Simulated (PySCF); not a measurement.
Gas-phase reaction: 4 ZrCl2(OH)2 → 2 ZrCl4.H2O + 2 OH + H2 + 2 ZrO2

Energies from PySCF (xtb for GFN2), thermal terms from the rigid-rotor harmonic-oscillator model, ideal gas at 1 bar. S°(298 K) at PBE0/def2-TZVP differs from the NASA 1993 table for ZrO2 (-6 J/mol/K); whether the harmonic model or the table's entry is off was not settled. † marks an energy on the PBE0/def2-TZVP geometry and frequencies; other levels use their own. MP2 freezes the core. Open shells (unrestricted): OH (multiplicity 2, electronic degeneracy 4); the rest are closed-shell singlets. GFN2 has no spin-polarisation term. Spin-orbit splitting is ignored; it lowers the true energy and changes the entropy of OH. Zr: scalar-relativistic def2 core potential, no spin-orbit coupling. Adducts (ZrCl4.H2O) have no counterpoise correction, and HF, PBE, BLYP, B3LYP and PBE0 lack dispersion. ZrCl2(OH)2, ZrCl4.H2O: computed as isolated molecules; such fragments, hydroxides, amides, oligomers or adducts are transient or little studied in the gas. MP2 isn't extrapolated to the basis-set limit; its ΔH°(298 K) is 1671.8 kJ in def2-SVP and 1646.8 kJ in def2-TZVPP. The harmonic model lacks anharmonicity and excited electronic states, which grow with temperature; levels with a mode under 35 cm⁻¹ are left out. Soft modes under 120 cm⁻¹ make the harmonic entropy rough for ZrCl2(OH)2, ZrCl4.H2O.

| level | ΔE electronic, kJ | ΔH°(298 K), kJ | ΔS°(298 K), J/K | ΔG°(2000 K), kJ |
|---|---|---|---|---|
| BLYP/def2-TZVP† | 1652 | 1626 | 352 | 994 |
| GFN2-xTB | 2145 | 2118 | 294 | 1601 |
| M06-2X/def2-TZVP† | 1782 | 1756 | 352 | 1124 |
| MP2/def2-SVP† | 1699 | 1672 | 352 | 1040 |
| PBE/def2-TZVP† | 1666 | 1639 | 352 | 1008 |
| PBE0/def2-QZVP† | 1738 | 1711 | 352 | 1079 |
| LDA/def2-TZVP† | 1871 | 1844 | 352 | 1212 |
ΔH° is lowest at BLYP/def2-TZVP† and highest at GFN2-xTB. No reference value is set beside these.
